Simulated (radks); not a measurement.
Species: Cs4+. Configuration: [Ar] 3d10 4s2 4p5 4d10 5s2 5p4 (not the ground configuration).

Method: scalar-relativistic Kohn-Sham, PBE, spin-polarised, spherical densities, finite nucleus; open shells are filled with parallel spins first (spin-orbit coupling, left out, can overturn this in heavy ions); Fermi nuclear charge, rms radius 4.8041 fm; computed with a radial shooting solver on a logarithmic mesh with Libxc functionals.

Energy parts (Ry):
| part | energy |
|---|---|
| total | -15554.0028 |
| kinetic | 16387.5316 |
| electron-nucleus | -37442.0203 |
| Hartree | 5880.3716 |
| exchange-correlation | -379.8857 |

Orbitals (lengths in bohr, moments of r in powers of bohr; r(max) is where P^2 peaks):
orbital  occ.  eigenvalue (Ry)   <1/r>   r(max)      <r^2>
1s up       1        -2635.443   59.39  0.01678  0.0009251
1s down     1        -2635.406   59.39  0.01678  0.0009251
2s up       1        -416.9912   13.64  0.09488    0.01483
2s down     1        -416.9702   13.64  0.09488    0.01483
2p up       3        -374.5385   13.00  0.07618    0.01177
2p down     3        -374.5045   13.00  0.07618    0.01177
3s up       1        -90.00417   4.919   0.2724     0.1021
3s down     1        -89.97160   4.919   0.2725     0.1021
3p up       3        -76.33763   4.670   0.2665     0.1022
3p down     3        -76.30033   4.670   0.2665     0.1021
3d up       5        -56.27345   4.425   0.2203    0.08827
3d down     5        -56.23629   4.426   0.2204    0.08823
4s up       1        -20.17808   2.033   0.6404     0.5364
4s down     1        -20.05606   2.032   0.6406     0.5371
4p up       3        -15.76659   1.876   0.6695     0.6082
4p down     2        -15.64844   1.874   0.6699     0.6089
4d up       5         -9.31910   1.620   0.7127     0.7726
4d down     5         -9.20691   1.620   0.7135     0.7721
5s up       1         -5.14070  0.8249    1.476      2.858
5s down     1         -4.98897  0.8273    1.470      2.864
5p up       3         -3.98236  0.7257    1.642      3.619
5p down     1         -3.82999  0.7233    1.640      3.669

The highest occupied level is 5p down at -52.110 eV. The spin density at the nucleus is -1.561 e/bohr^3 (1s -2.429, 2s 0.575, 3s 0.801, 4s 1.130, 5s -1.638).
